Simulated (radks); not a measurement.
Results of a calculation; reference values are marked as such.
Mean orbital radii <r> (bohr) of the vanadium ion V+, [Ar] 3d4, at several levels of relativity; Dirac values are averaged over j with weights 2j + 1. Spin-unpolarised spherical Kohn-Sham, PBE, point nucleus unless stated (finite: rms radius 3.6002 fm), a radial shooting solver on a logarithmic mesh with Libxc functionals. A level marked "c x" has the speed of light scaled by that factor and shares open shells by 2j + 1; other Dirac levels either fill j = l - 1/2 first or share by 2j + 1.

shell       non-rel.  scalar-rel.  Dirac, 2j+1 shares  Dirac, c x 3  change of magnitude, last against first (%)
1s           0.06705      0.06644             0.06643       0.06698                                        -0.10
2s            0.3110       0.3082              0.3080        0.3106                                        -0.11
2p            0.2750       0.2740              0.2740        0.2749                                        -0.04
3s            0.9634       0.9555              0.9555        0.9625                                        -0.09
3p             1.033        1.030               1.030         1.032                                        -0.03
4s (empty)     3.234        3.206               3.206         3.231                                        -0.10
3d             1.543        1.553               1.553         1.544                                        +0.07
4p (empty)     4.094        4.079               4.079         4.092                                        -0.04
